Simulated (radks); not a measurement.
Numerical settings for the cadmium ion Cd+, [Kr] 4d10 5s1. All-electron calculation, Dirac Kohn-Sham, PBE, spin-unpolarised, spherical densities, finite nucleus; Fermi nuclear charge, rms radius 4.6087 fm. Program: a radial shooting solver on a logarithmic mesh with Libxc functionals. The defaults (mesh step 0.008 in ln r, mesh end at 40 bohr or more with all orbitals vanishing there, Anderson mixing 0.5 over 9 steps, residual threshold near 1e-9 with the energy settled to 1e-9 hartree or 1e-11 of itself, here a cap of 53 iterations) give E = -5595.5678 hartree and 5s1/2 at -13.057 eV in 13 iterations. Run on one thread of a shared host, so times are rough (Arm Neoverse N1): 0.15 s of CPU time, 0.15 s wall, 13 iterations on 2314 mesh points. Changes against that run (0 stands for a change within the tolerance of the run):

| setting | iterations | converged | E (mhartree) | e(5s1/2) (meV) | CPU (s) |
|---|---|---|---|---|---|
| mesh step in ln r 0.005 | 14 | yes | 0 | 0 | 0.24 |
| mesh step in ln r 0.003 | 15 | yes | 0 | 0 | 0.42 |
| mesh step in ln r 0.05 | 13 | yes | +0.0653 | +0.00512 | 0.04 |
| mesh end (bohr) 8 | 13 | yes | +0.247 | +17.1 | 0.14 |
| mesh end (bohr) 5 | 13 | yes | +29.1 | +1.08e+03 | 0.14 |
| residual threshold 1e-13 | 35 | yes | 0 | 0 | 0.27 |
| residual threshold 1e-05 | 11 | yes | 0 | -0.13 | 0.14 |
| mixing 1.5 | 14 | yes | 0 | 0 | 0.16 |
| linear mixing, mixing 0.2 | 53 | no | 0 | -0.0251 | 0.43 |
| linear mixing, mixing 1 | 53 | no | +2.9e+04 | -1.49e+05 | 1.4 |
| mixing history 2 | 22 | yes | 0 | 0 | 0.21 |
| iteration cap 2 | 2 | no | +492 | -1e+04 | 0.03 |

Settings that end as converged yet miss the energy by more than 1 mhartree: mesh end (bohr) 5 (+0.0291 hartree). A mesh that ends early acts as a hard wall.
